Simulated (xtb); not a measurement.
Cl3In, charge -1, doublet, from a rough starting geometry (GFN-xTB shapes and energies of metal compounds can be far from the true ones) (a state made from the parent by changing its charge; the spin is typed, not shown lowest); GFN2-xTB run with xtb.

xtb was given this input:
```
$ xtb mol.xyz --gfn 2 --chrg -1 --uhf 1 --opt vtight --json

# file mol.xyz
4

In     0.00827036     0.01113828     0.03286983
Cl     2.27811578    -0.15974081    -0.41612838
Cl    -0.91936798    -0.96173299     1.88337501
Cl    -1.36181593     1.26667696    -1.38093883
```

Write the output that xtb gives for this input, abridged.


```
   ID    Z sym.   atoms
    1   49 In     1
    2   17 Cl     2-4

           -------------------------------------------------
          |                Calculation Setup                |
           -------------------------------------------------

           -------------------------------------------------
          |                 G F N 2 - x T B                 |
           -------------------------------------------------

          ...................................................
          :                      SETUP                      :
          :.................................................:
          :  # basis functions                  40          :
          :  # atomic orbitals                  36          :
          :  # shells                           12          :
          :  # electrons                        25          :
          :  max. iterations                   250          :
          :  Hamiltonian                  GFN2-xTB          :
          :  restarted?                      false          :
          :  GBSA solvation                  false          :
          :  PC potential                    false          :
          :  electronic temp.          300.0000000     K    :
          :  accuracy                    1.0000000          :
          :  -> integral cutoff          0.2500000E+02      :
          :  -> integral neglect         0.1000000E-07      :
          :  -> SCF convergence          0.1000000E-05 Eh   :
          :  -> wf. convergence          0.1000000E-03 e    :
          :  Broyden damping             0.4000000          :
          :  net charge                         -1          :
          :  unpaired electrons                  1          :
          ...................................................

 iter      E             dE          RMSdq      gap      omega  full diag
   1    -15.2700584 -0.152701E+02  0.785E+00    3.96       0.0  T
   2    -15.2721059 -0.204746E-02  0.530E+00    4.04       1.0  T
   3    -15.2726346 -0.528745E-03  0.957E-01    4.17       1.0  T
   4    -15.2729376 -0.302989E-03  0.676E-01    4.17       1.0  T
   5    -15.2732569 -0.319224E-03  0.348E-01    4.17       1.0  T
   6    -15.2733306 -0.737399E-04  0.142E-01    4.17       1.0  T
   7    -15.2733399 -0.934689E-05  0.559E-02    4.17       1.0  T
   8    -15.2733410 -0.104407E-05  0.541E-03    4.17       9.2  T
   9    -15.2733410  0.494786E-08  0.587E-03    4.17       8.5  T
  10    -15.2733410 -0.218453E-07  0.248E-03    4.17      20.1  T
  11    -15.2733410 -0.743918E-08  0.105E-03    4.17      47.4  T
  12    -15.2733410 -0.675749E-09  0.352E-04    4.17     141.9  T
  13    -15.2733410 -0.281570E-10  0.836E-05    4.17     598.4  T

   *** convergence criteria satisfied after 13 iterations ***

         :::::::::::::::::::::::::::::::::::::::::::::::::::::
         ::                     SUMMARY                     ::
         :::::::::::::::::::::::::::::::::::::::::::::::::::::
         :: total energy             -15.266433087771 Eh    ::
         :: gradient norm              0.065571669692 Eh/a0 ::
         :: HOMO-LUMO gap              4.172569353811 eV    ::
         ::.................................................::
         :: SCC energy               -15.273338292628 Eh    ::
         :: -> isotropic ES            0.110596578409 Eh    ::
         :: -> anisotropic ES         -0.004110310780 Eh    ::
         :: -> anisotropic XC         -0.006670830529 Eh    ::
         :: -> dispersion             -0.003937898138 Eh    ::
         :: repulsion energy           0.006905204857 Eh    ::
         :: add. restraining           0.000000000000 Eh    ::
         :: total charge              -1.000000000000 e     ::
         :::::::::::::::::::::::::::::::::::::::::::::::::::::

      -----------------------------------------------------------
     |                   =====================                   |
[...]
 * total energy  :   -15.2885096 Eh     change       -0.2207647E-01 Eh
 * total energy  :   -15.2894250 Eh     change       -0.9154147E-03 Eh
 * total energy  :   -15.2898813 Eh     change       -0.4563270E-03 Eh
 * total energy  :   -15.2901341 Eh     change       -0.2527927E-03 Eh
 * total energy  :   -15.2906389 Eh     change       -0.5047905E-03 Eh
 * total energy  :   -15.2912279 Eh     change       -0.5890684E-03 Eh
 * total energy  :   -15.2929289 Eh     change       -0.1700911E-02 Eh
 * total energy  :   -15.2937620 Eh     change       -0.8331154E-03 Eh
 * total energy  :   -15.2940185 Eh     change       -0.2565229E-03 Eh
 * total energy  :   -15.2940286 Eh     change       -0.1010316E-04 Eh
 * total energy  :   -15.2940323 Eh     change       -0.3667476E-05 Eh
 * total energy  :   -15.2940323 Eh     change       -0.7158922E-08 Eh
   *** GEOMETRY OPTIMIZATION CONVERGED AFTER 13 ITERATIONS ***
         :: total energy             -15.294032275615 Eh    ::
[...]
         1        2.0000           -0.8945056             -24.3407
         2        2.0000           -0.8945013             -24.3406
         3        2.0000           -0.8913128             -24.2539
         4        2.0000           -0.3660398              -9.9605
         5        2.0000           -0.2846846              -7.7467
         6        2.0000           -0.2846817              -7.7466
         7        2.0000           -0.2765557              -7.5255
         8        2.0000           -0.2751147              -7.4863
         9        2.0000           -0.2751136              -7.4862
        10        2.0000           -0.2668199              -7.2605
        11        2.0000           -0.2668177              -7.2605
        12        2.0000           -0.2658399              -7.2339
        13        1.0000           -0.2094591              -5.6997 (HOMO)
        14                          0.0675537               1.8382 (LUMO)
        15                          0.0675697               1.8387
        16                          0.0703727               1.9149
        17                          0.1901904               5.1753
        18                          0.1901945               5.1755
        19                          0.1959500               5.3321
        20                          0.1982882               5.3957
        21                          0.1983468               5.3973
        22                          0.1983473               5.3973
        23                          0.1989671               5.4142
        24                          0.1989677               5.4142
       ...                                ...                  ...
        36                          0.8874979              24.1500
      -------------------------------------------------------------
                  HL-Gap            0.2770128 Eh            7.5379 eV
             Fermi-level           -0.1541765 Eh           -4.1954 eV

     #   Z          covCN         q      C6AA      α(0)
     1  49 In       2.301     0.163   306.669    35.386
     2  17 Cl       0.767    -0.388   111.572    16.158
     3  17 Cl       0.767    -0.388   111.573    16.158
     4  17 Cl       0.767    -0.388   111.572    16.158

 Mol. C6AA /au·bohr⁶  :       2393.055038
 Mol. C8AA /au·bohr⁸  :     172253.770673
 Mol. α(0) /au        :         83.858954

Wiberg/Mayer (AO) data.
largest (>0.10) Wiberg bond orders for each atom

 ---------------------------------------------------------------------------
     #   Z sym  total        # sym  WBO       # sym  WBO       # sym  WBO
 ---------------------------------------------------------------------------
     1  49 In   2.506 --     2 Cl   0.835     4 Cl   0.835     3 Cl   0.835
     2  17 Cl   1.021 --     1 In   0.835
     3  17 Cl   1.021 --     1 In   0.835
     4  17 Cl   1.021 --     1 In   0.835
 ---------------------------------------------------------------------------

Topologies differ in total number of bonds
Writing topology from bond orders to xtbtopo.mol

molecular dipole:
                 x           y           z       tot (Debye)
 q only:       -0.134      -0.674      -0.457
   full:       -0.137      -0.686      -0.466       2.137
molecular quadrupole (traceless):
                xx          xy          yy          xz          yz          zz
 q only:       -4.968       2.439       5.551       1.628       7.377      -0.583
  q+dip:       -6.252       3.065       6.984       2.047       9.284      -0.732
   full:       -6.890       3.376       7.695       2.254      10.230      -0.805

optimized geometry written to: xtbopt.xyz

           -------------------------------------------------
          | TOTAL ENERGY              -15.294032275615 Eh   |
          | GRADIENT NORM               0.000016228273 Eh/α |
          | HOMO-LUMO GAP               7.537902916144 eV   |
           -------------------------------------------------

normal termination of xtb
```
